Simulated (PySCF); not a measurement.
Computed shifts of a molecule CH5NO2Si2, PBE/pcSseg-1 in PySCF, GIAO, gas phase, equivalent atoms averaged, in ppm (number of nuclei): ¹⁵N: 185.4 (1). ¹³C: 117.6 (1). ²⁹Si: 8.7 (1), -20.1 (1). ¹H: 6.38 (2), 6.09 (1), 5.87 (1), 0.72 (1). References: ¹⁵N against NH3 (σ = 267.0 ppm); ¹³C against TMS (σ = 182.0 ppm); ¹⁷O against H2O (σ = 334.3 ppm); ²⁹Si against TMS (σ = 335.4 ppm); ¹H against TMS (σ = 31.49 ppm), references at their B3LYP-D3(BJ)/def2-TZVP geometries, non-relativistic. The structure is a stationary point at PBE-D3(BJ)/def2-SVP. Other conformers were not sampled.

Pick the molecule that these values belong to.
(A) O[Si@H]1C=N[Si@@H]1O
(B) N#CO[SiH2][SiH2]O
(C) [SiH3]N=C1O[SiH2]O1
(D) O[Si]1(O)N=C[SiH2]1

B, N#CO[SiH2][SiH2]O
